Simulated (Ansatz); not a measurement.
Stepwise reaction of `Cl[Si](Cl)(I)I` with hydrogen chloride, as a gas-phase model of exchange steps in deposition or etching. ΔE in kJ/mol; ΔG adds harmonic PBE0-D4 terms to CCSD(T)/CBS, at 1 bar.

Program: Ansatz. Geometries: PBE0-D4/def2-TZVP. ΔE: electronic, gas phase. CCSD(T)/CBS is the MP2 limit (def2-TZVPP, def2-QZVPP) plus CCSD(T) − MP2 in def2-TZVPP, frozen cores. This one scheme is used for every species. Functionals use def2-TZVPP. B3LYP here is the variant with VWN-RPA as its local correlation; programs differ in this. def2 core potentials past Kr. For I outer-core shells are correlated without core-valence functions, which leaves a few kJ/mol of doubt a bond.

```
step                                         reaction  PBE-D4  B3LYP-D4  ωB97M-V  CCSD(T)/CBS  ΔG(500 K)
   1  `Cl[Si](Cl)(I)I` + HCl → `Cl[Si](Cl)(Cl)I` + HI   -10.0     -14.5    -18.1         -9.5      -10.0
```

Q: Give the row of step 2, `Cl[Si](Cl)(Cl)I` + HCl → `Cl[Si](Cl)(Cl)Cl` + HI. (An estimate is asked.)

A: Computed: 
```
step                                           reaction  PBE-D4  B3LYP-D4  ωB97M-V  CCSD(T)/CBS  ΔG(500 K)
   2  `Cl[Si](Cl)(Cl)I` + HCl → `Cl[Si](Cl)(Cl)Cl` + HI   -12.6     -17.2    -20.4        -12.6       -8.9
```

Q: By hand: ΔE of the 2 steps together at CCSD(T)/CBS.

A: (-9.5) + (-12.6) = -22.1 kJ/mol, or -11.1 kJ/mol a step.

In ΔE the steps differ by no more than 3.1 kJ/mol. All are downhill at CCSD(T)/CBS. ΔG lies between -10.0 and -8.9 kJ/mol a step. PBE-D4 differs from CCSD(T)/CBS by -0.5 to 0.0 kJ/mol a step. Isolated molecules leave out the surface, adducts and barriers. Largest T1 diagnostic: 0.009.
